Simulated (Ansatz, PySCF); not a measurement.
Reaction R1 + 2 R2 → P1 + 2 P2, each structure at its B3LYP-D3(BJ)/def2-TZVP stationary point, reached from a drawn start (curvature not checked).
P1, H7NSi2 (SMILES [SiH3]N[SiH3]) (charge 0, multiplicity 1):
```xyz
10

Si     1.514    -0.251     0.324
N     -0.006    -0.389    -0.491
Si    -1.510     0.397    -0.153
H      2.616    -0.073    -0.654
H      1.434     0.925     1.216
H      1.840    -1.450     1.138
H     -0.037    -1.078    -1.231
H     -2.512    -0.517     0.452
H     -2.107     0.939    -1.398
H     -1.232     1.496     0.796
```
P2: H2 (SMILES [H][H]), charge 0, multiplicity 1.
R1, NH3 (SMILES N) (charge 0, multiplicity 1, Z-matrix in Å and degrees):
```
N
H 1 1.0136
H 1 1.0136 2 107.33
H 1 1.0136 2 107.33 3 -115.10
```
R2: SiH4 (SMILES [SiH4]), charge 0, multiplicity 1.

P less R. No zero-point or thermal terms.

Frozen-core correlation throughout. CBS(a, b) extrapolates the correlation energy as X⁻³ and adds the Hartree–Fock energy of set b.

Programs: Ansatz (a program for electronic structure); PySCF for the D3/D4 terms. No computed number here is a measurement.

The comparison value is -0.612 eV (CCSD(T)/CBS(cc-pV(T+d)Z, cc-pV(Q+d)Z)). It is a level with limits of its own, not the exact answer.

Order these levels by how close they come to the comparison value for the reaction energy, closest first: B2PLYP-D3(BJ)/def2-TZVPP, PBE0/def2-TZVPP, BLYP-D3(BJ)/def2-TZVPP, HF/cc-pV(D+d)Z, CAM-B3LYP-D3(BJ)/def2-TZVPP. Give each level's value less the comparison value.

B2PLYP-D3(BJ)/def2-TZVPP (0.043 eV), BLYP-D3(BJ)/def2-TZVPP (0.080 eV), CAM-B3LYP-D3(BJ)/def2-TZVPP (0.109 eV), PBE0/def2-TZVPP (0.236 eV), HF/cc-pV(D+d)Z (0.553 eV)
